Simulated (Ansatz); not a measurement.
`C[O][Mg][O][SiH3]` + H₂ → `C[O][MgH]` + `O[SiH3]` at 700 K and 1 bar (hydrogenolysis of a Mg–O bond).

Computed with Ansatz on PBE0-D4/def2-TZVP structures; ΔE is electronic, products minus reactants. CCSD(T)/CBS is the MP2 limit (def2-TZVPP, def2-QZVPP) plus CCSD(T) − MP2 in def2-TZVPP, frozen cores. This one scheme is used for every species. For Mg outer-core shells are correlated without core-valence functions, which leaves a few kJ/mol of doubt a bond. One conformer a species, not always the lowest.

```
            species  CCSD(T)/CBS energy (Eh)  H − E (kJ/mol)  S (J/(mol·K))
`C[O][Mg][O][SiH3]`               -681.10456           271.4          526.5
                 H₂                 -1.17544            46.8          155.3
        `C[O][MgH]`               -315.53638           173.4          358.4
          `O[SiH3]`               -366.69042           144.6          321.6
```

H − E and S are ideal-gas, rigid-rotor, harmonic terms from PBE0-D4/def2-TZVP, for one conformer and one mirror image of each species. For small species the MP2-based limit differs from directly extrapolated CCSD(T) by up to some mEh (0.8 for H₂); such offsets cancel only in part. 1 Eh = 2625.50 kJ/mol, R = 8.31446 J/(mol·K).

By hand: ΔE, ΔH, ΔS and ΔG.

ΔE = (-315.53638) + (-366.69042) − (-681.10456) − (-1.17544) = 0.05320 Eh = 139.7 kJ/mol. Δ(H − E) = 173.4 + 144.6 − 271.4 − 46.8 = -0.2, so ΔH = 139.5 kJ/mol. ΔS = 358.4 + 321.6 − 526.5 − 155.3 = -1.8 J/(mol·K). ΔG = 139.5 − 700 × (-1.8)/1000 = 140.8 kJ/mol.

By hand: the equilibrium constant, and the temperature at which ΔG would vanish if ΔH and ΔS stayed fixed.

log₁₀ K = −ΔG/(RT ln 10) = -10.5. ΔH and −TΔS have one sign here, so there is no such temperature.

The number of gas molecules stays the same, so ΔS is small and ΔH decides. A doubt of 5 kJ/mol in ΔE shifts log₁₀ K by 0.4 here. Other conformers and mirror images would add mixing entropy, several J/(mol·K) or more a flexible species. Modes under 60 cm⁻¹, often nearly free rotors, make the harmonic entropy too high. These are equilibria of isolated gas molecules and say nothing of rates. Largest T1 diagnostic: 0.011 (customary marks: 0.02 for closed shells, 0.045 for open ones).

ΔS is within the doubt of such terms, so its sign, and with it that verdict, could turn.
